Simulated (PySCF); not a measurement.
# Ionisation energy of Al³⁺ by level of theory

Al³⁺ [Ne] → Al⁴⁺ [He] 2s2 2p5 [2p1/2^2 2p3/2^3, M_J = 3/2], as a difference of total energies. All numbers are calculated (PySCF 2.14, the two-component X2C-1e Hamiltonian, in an even-tempered Gaussian basis (19 s from 0.21 bohr⁻², ratio 2.4; 12 p from 0.27 bohr⁻², ratio 2.4; 6 d from 3.5 bohr⁻², ratio 2.6; 5 f from 5.3 bohr⁻², ratio 2.6)). Correlated levels: nothing frozen; the 28 highest virtual spinors dropped. "Screened" scales the spin-orbit matrix elements by Boettger's factors to mimic the two-electron term; Breit and QED terms are absent.

| method | ionisation energy (eV) | error (eV) |
| --- | --- | --- |
| GHF (spin-free) | 118.49 | -1.50 |
| GMP2 (spin-free) | 120.00 | +0.01 |
| GHF (screened spin-orbit) | 118.34 | -1.65 |
| GMP2 (screened spin-orbit) | 119.85 | -0.14 |

Reference: 119.99 eV (measured; NIST Atomic Spectra Database, ionization energies).
